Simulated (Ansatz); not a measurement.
A short molecular-dynamics run on HKS, SMILES `[SH][K]`.

```yaml
crystal:
  periodic: [false, false, false]
  atoms:
    - {symbol: S, position_ang: [-0.625381, -0.683165, -0.424115]}
    - {symbol: K, position_ang: [1.728007, 0.054686, 0.954426]}
    - {symbol: H, position_ang: [-1.113626, 0.563677, -0.543611]}
basis:
  gaussian: {orbitals: "6-31G*"}
hamiltonian: {xc: {name: BLYP}}
md: {timestep: 0.5 fs, n_steps: 20, ensemble: nvt_nose_hoover, temperature: 700, initial_velocities: maxwell_boltzmann, seed: 522}
```

```sh
$ ansatz run in.yaml --threads 2 --pin off --events-out ev --progress --plain --max-ram 32768MiB --backend cpu
```

```csv
step,time (fs),potential energy (eV),kinetic (eV),T (K),conserved (eV)
0,0.0,-27175.7730,0.0905,700,-27175.6825
1,0.5,-27175.7791,0.0966,747,-27175.6825
2,1.0,-27175.7791,0.0965,747,-27175.6825
3,1.5,-27175.7730,0.0906,701,-27175.6824
4,2.0,-27175.7626,0.0803,621,-27175.6823
5,2.5,-27175.7499,0.0677,524,-27175.6821
6,3.0,-27175.7371,0.0551,426,-27175.6820
7,3.5,-27175.7264,0.0445,344,-27175.6819
8,4.0,-27175.7192,0.0374,289,-27175.6818
9,4.5,-27175.7166,0.0348,269,-27175.6818
10,5.0,-27175.7188,0.0370,286,-27175.6818
11,5.5,-27175.7253,0.0435,336,-27175.6819
12,6.0,-27175.7352,0.0532,412,-27175.6820
13,6.5,-27175.7467,0.0646,500,-27175.6821
14,7.0,-27175.7579,0.0756,585,-27175.6823
15,7.5,-27175.7663,0.0840,650,-27175.6824
16,8.0,-27175.7701,0.0877,678,-27175.6825
17,8.5,-27175.7679,0.0855,661,-27175.6825
18,9.0,-27175.7596,0.0772,597,-27175.6825
19,9.5,-27175.7465,0.0644,498,-27175.6823
20,10.0,-27175.7316,0.0497,384,-27175.6820
```

Velocities are drawn at the set temperature; a run this short doesn't reach equilibrium.

Frames (Å, forces in eV/Å):

```xyz
3
time=0.0 fs
S    -0.625   -0.683   -0.424    0.208   -0.554    0.048
K     1.728    0.055    0.954    0.030   -0.002    0.016
H    -1.114    0.564   -0.544   -0.238    0.555   -0.065
3
time=0.5 fs
S    -0.625   -0.684   -0.424    0.060   -0.184    0.011
K     1.728    0.055    0.954    0.031   -0.001    0.017
H    -1.108    0.583   -0.538   -0.091    0.185   -0.028
3
time=1.0 fs
S    -0.625   -0.685   -0.424   -0.075    0.171   -0.021
K     1.728    0.055    0.954    0.032   -0.001    0.017
H    -1.102    0.603   -0.533    0.043   -0.170    0.003
3
time=1.5 fs
S    -0.625   -0.685   -0.424   -0.190    0.490   -0.046
K     1.727    0.055    0.954    0.032   -0.001    0.018
H    -1.097    0.622   -0.527    0.157   -0.490    0.028
3
time=2.0 fs
S    -0.625   -0.686   -0.424   -0.282    0.764   -0.064
K     1.727    0.055    0.954    0.033    0.000    0.018
H    -1.091    0.640   -0.522    0.249   -0.764    0.046
3
time=2.5 fs
S    -0.625   -0.687   -0.424   -0.352    0.988   -0.076
K     1.727    0.055    0.954    0.033    0.000    0.018
H    -1.084    0.656   -0.516    0.319   -0.987    0.057
3
time=3.0 fs
S    -0.625   -0.687   -0.425   -0.400    1.159   -0.081
K     1.727    0.055    0.954    0.033    0.000    0.018
H    -1.077    0.670   -0.511    0.366   -1.159    0.063
3
time=3.5 fs
S    -0.625   -0.688   -0.425   -0.428    1.280   -0.082
K     1.727    0.056    0.954    0.034   -0.001    0.018
H    -1.069    0.682   -0.505    0.394   -1.279    0.064
3
time=4.0 fs
S    -0.625   -0.688   -0.425   -0.437    1.353   -0.079
K     1.727    0.056    0.954    0.034   -0.002    0.018
H    -1.059    0.690   -0.499    0.403   -1.351    0.060
3
time=4.5 fs
S    -0.625   -0.689   -0.425   -0.430    1.378   -0.072
K     1.726    0.056    0.954    0.034   -0.004    0.018
H    -1.049    0.695   -0.493    0.396   -1.374    0.054
3
time=5.0 fs
S    -0.626   -0.689   -0.425   -0.408    1.355   -0.062
K     1.726    0.056    0.954    0.035   -0.006    0.018
H    -1.038    0.696   -0.486    0.373   -1.349    0.044
3
time=5.5 fs
S    -0.626   -0.689   -0.425   -0.371    1.284   -0.051
K     1.726    0.056    0.954    0.036   -0.009    0.018
H    -1.026    0.695   -0.480    0.335   -1.276    0.032
3
time=6.0 fs
S    -0.626   -0.689   -0.425   -0.320    1.164   -0.037
K     1.726    0.056    0.953    0.036   -0.012    0.018
H    -1.013    0.690   -0.474    0.284   -1.152    0.019
3
time=6.5 fs
S    -0.626   -0.689   -0.425   -0.256    0.991   -0.023
K     1.726    0.056    0.953    0.037   -0.015    0.019
H    -1.000    0.682   -0.467    0.219   -0.976    0.004
3
time=7.0 fs
S    -0.626   -0.689   -0.425   -0.181    0.765   -0.008
K     1.726    0.056    0.953    0.038   -0.019    0.019
H    -0.986    0.673   -0.461    0.143   -0.745   -0.010
3
time=7.5 fs
S    -0.627   -0.688   -0.425   -0.095    0.486    0.006
K     1.725    0.057    0.953    0.039   -0.024    0.019
H    -0.972    0.661   -0.454    0.056   -0.462   -0.025
3
time=8.0 fs
S    -0.627   -0.688   -0.426   -0.001    0.159    0.018
K     1.725    0.057    0.953    0.040   -0.028    0.019
H    -0.957    0.649   -0.448   -0.039   -0.131   -0.037
3
time=8.5 fs
S    -0.627   -0.688   -0.426    0.096   -0.204    0.028
K     1.725    0.057    0.953    0.041   -0.032    0.019
H    -0.943    0.636   -0.441   -0.137    0.237   -0.047
3
time=9.0 fs
S    -0.627   -0.688   -0.426    0.190   -0.584    0.035
K     1.725    0.057    0.953    0.042   -0.037    0.019
H    -0.929    0.623   -0.435   -0.232    0.621   -0.054
3
time=9.5 fs
S    -0.628   -0.687   -0.426    0.275   -0.951    0.038
K     1.725    0.057    0.953    0.043   -0.041    0.019
H    -0.915    0.612   -0.429   -0.318    0.992   -0.056
3
time=10.0 fs
S    -0.628   -0.687   -0.426    0.342   -1.270    0.037
K     1.725    0.057    0.953    0.044   -0.044    0.019
H    -0.902    0.604   -0.423   -0.386    1.315   -0.055
```

Run time 20 s (2 threads of an AMD EPYC 7R13 on a shared host); peak host memory 0.19 GiB.
